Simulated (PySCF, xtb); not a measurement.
Al(F)(Me)(vinyl) (C3H6AlF), SMILES [CH3][Al]([F])[CH]=C.

GFN2-xTB (xtb 6.7.1) at its own geometry gives an orbital gap of 3.81 eV and a dipole moment of 2.51 D.

Geometry: B3LYP-D3(BJ)/def2-SVP. The structure was generated by enumeration; whether it is a known compound was not checked. Other conformers were not sampled.

Question: What does PySCF with PBE/def2-TZVP give? (Estimate from the structure and the level; the computed values follow.)

Answer: gap 4.62 eV (levels -6.70 and -2.08 eV), dipole 2.02 D.
